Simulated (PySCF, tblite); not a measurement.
Species: C4H2F4O.
Bonds: C1–C2 (double), C2–C3, C3–O4 (double), C3–F5, C2–C6, C6–F7, C6–F8, C6–F9. Hydrogens: H10, H11 on C1.

The geometry is computed with GFN2-xTB (gas phase).

Task: Give the optimised bond lengths and angles.

Result: 
```json
{"bond": "C1=C2", "length (pm)": "133.0"}
{"bond": "C2–C3", "length (pm)": "147.9"}
{"bond": "C3=O4", "length (pm)": "117.8"}
{"bond": "C3–F5", "length (pm)": "135.8"}
{"bond": "C2–C6", "length (pm)": "151.5"}
{"bond": "C6–F7, C6–F8, C6–F9", "length (pm)": "133.8"}
{"bond": "C1–H10", "length (pm)": "107.8"}
{"bond": "C1–H11", "length (pm)": "107.7"}
```

Bonds in one row agree within 1 pm and their mean is given. A selection of angles:
```json
{"angle": "C1–C2–C3", "degrees": "123.9"}
{"angle": "C1–C2–C6", "degrees": "122.1"}
{"angle": "C3–C2–C6", "degrees": "114.0"}
{"angle": "C2–C3–O4", "degrees": "129.0"}
{"angle": "C2–C3–F5", "degrees": "110.8"}
{"angle": "O4–C3–F5", "degrees": "120.2"}
{"angle": "C2–C6–F7", "degrees": "111.8"}
{"angle": "F7–C6–F8", "degrees": "106.7"}
```

Torsions: C1–C2–C3–O4 180° (antiperiplanar); C1–C2–C6–F7 1° (synperiplanar).

The C–F distances run from 1.336 Å (C6–F9, drawn single) to 1.358 Å (C3–F5, drawn single), a spread of 0.022 Å. The C–C distances run from 1.330 Å (C1=C2, drawn double) to 1.515 Å (C2–C6, drawn single), a spread of 0.185 Å. Of the pairs four or more bonds apart, F5···H11 is among the closest relative to their van der Waals radii: 2.39 Å, 89 % of the sum of Bondi's values.

Point group: Cs (tolerance 0.08 Å). Its GFN2-xTB frequencies are all real (lowest 41 cm⁻¹). One conformer, not necessarily the lowest.
